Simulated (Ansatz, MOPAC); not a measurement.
Species: PbBr (charge +1, singlet). SMILES: [Pb+][Br]

Atoms: Pb1, Br2. Bonds: Pb1-Br2.

Bond lengths (Å) and angles (degrees) optimised at AM1 with MOPAC; PM3 with MOPAC; PM6 with MOPAC; MNDO with MOPAC; HF/LANL2DZ with Ansatz (a program for electronic structure); B3LYP/LANL2DZ with Ansatz, each started from the B3LYP-D3(BJ)/def2-TZVP structure (Ansatz) of the last column. A row stands for all coordinates that are equal there.

| coordinate | AM1 | PM3 | PM6 | MNDO | HF/LANL2DZ | B3LYP/LANL2DZ | B3LYP-D3(BJ)/def2-TZVP |
|---|---|---|---|---|---|---|---|
| Pb1-Br2 | 2.312 | 2.250 | 1.791 | 2.397 | 2.539 | 2.552 | 2.512 |

Mean signed difference of all 1 bond lengths from B3LYP-D3(BJ)/def2-TZVP: AM1 -0.200 Å, PM3 -0.261 Å, PM6 -0.720 Å, MNDO -0.114 Å, HF/LANL2DZ 0.027 Å, B3LYP/LANL2DZ 0.040 Å.
